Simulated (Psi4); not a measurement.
Two rigid molecules brought together: H4Ge ··· O2S (SMILES [GeH4] and O=S=O), singlet. Monomers: optimised at B3LYP-D3(BJ) (def2-TZVP), held rigid. Orientation: a random orientation, not optimised. R is the distance of the centres of mass, along which the second monomer moves.

Geometry at R = 4.50 Å (first 5 atoms: monomer A):
```
8

Ge     0.0000     0.0000     0.0000
H     -0.8673    -0.6827    -1.0680
H      0.2348     1.4664    -0.3917
H      1.3502    -0.7248     0.1031
H     -0.7177    -0.0589     1.3566
O      2.2421    -3.2350     3.0802
S      1.4407    -2.3759     3.9104
O      0.4163    -1.5745     3.2957
```

Computed with: PBE/def2-TZVP, counterpoise-corrected (Psi4); PBE-D3(BJ)/def2-TZVP, counterpoise-corrected (Psi4); SAPT0/jun-cc-pVDZ, frozen core (Psi4).

Interaction energies in kcal/mol; the last columns give the difference from SAPT0:

```csv
R / Å,PBE/def2-TZVP,PBE-D3(BJ)/def2-TZVP,SAPT0/jun-cc-pVDZ,PBE/def2-TZVP − SAPT0/jun-cc-pVDZ,PBE-D3(BJ)/def2-TZVP − SAPT0/jun-cc-pVDZ
3.93,4.38,3.22,4.04,0.34,-0.81
4.12,2.06,1.07,1.75,0.32,-0.68
4.28,1.00,0.13,0.73,0.27,-0.60
4.50,0.26,-0.45,0.05,0.21,-0.51
4.68,0.00,-0.61,-0.17,0.17,-0.43
4.91,-0.13,-0.61,-0.26,0.13,-0.35
5.17,-0.15,-0.52,-0.26,0.11,-0.26
5.49,-0.12,-0.37,-0.20,0.08,-0.17
5.99,-0.05,-0.21,-0.12,0.07,-0.09
6.69,-0.01,-0.09,-0.06,0.05,-0.03
7.67,0.00,-0.03,-0.02,0.02,-0.01
9.00,0.00,-0.01,-0.01,0.01,0.00
```

PBE/def2-TZVP is furthest from SAPT0/jun-cc-pVDZ at 3.93 (0.34 kcal/mol, above); its mean absolute difference over the points is 0.15 kcal/mol.

PBE-D3(BJ)/def2-TZVP is furthest from SAPT0/jun-cc-pVDZ at 3.93 (-0.81 kcal/mol, below); its mean absolute difference over the points is 0.33 kcal/mol.
